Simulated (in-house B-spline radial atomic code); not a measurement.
A run on Tc (an excited or competing configuration) that did not converge. Method: scalar-relativistic (X2C) r2SCAN0, spin-polarised, spherical fractional occupations, exact exchange averaged over the configuration, Fermi nucleus of rms radius 4.41117 fm; computed with a B-spline radial code for spherical atoms.

Command:
```bash
python run_scf.py task.json out
```
Settings (nuclear radius in fm, mass in u):
```
Z                43
configuration    [Ar] 3d9 4s2 4p6 4d5 5s2 6s1
hamiltonian      x2c
method           r2scan0
spin_polarised   True
nucleus          fermi
rms_radius       4.41117
atomic_mass      96.90636
speed_of_light   137.035999084
exact_exchange   averaged over the configuration
```

First and last ten iterations of the last attempt (damped for 15 steps, keeping 80 % of the old Fock matrix, then DIIS):
```
 iter        energy (Eh)    residual
    1       -4275.599500    9.72e-02
    2       -4275.609028    3.32e-03
    3       -4275.609057    2.83e-03
    4       -4275.609079    2.41e-03
    5       -4275.609094    2.05e-03
    6       -4275.609105    1.75e-03
    7       -4275.609113    1.49e-03
    8       -4275.609119    1.27e-03
    9       -4275.609123    1.08e-03
   10       -4275.609126    9.21e-04
  111       -4275.609135    6.19e-07
  112       -4275.609135    6.21e-07
  113       -4275.609135    3.49e-05
  114       -4275.609135    5.94e-07
  115       -4275.609135    5.89e-07
  116       -4275.609135    5.81e-07
  117       -4275.609135    3.42e-05
  118       -4275.609135    6.20e-07
  119       -4275.609135    6.22e-07
  120       -4275.609135    6.22e-07
 not converged after 120 iterations
```

The smallest residual met was 5.6e-07; the threshold is about 4e-07. Over the last five steps the energy moves by less than 1e-08 hartree, but the orbitals didn't meet the threshold. Time taken, with all properties: 9.4 s on 1 thread of Arm Neoverse N1 (shared host).
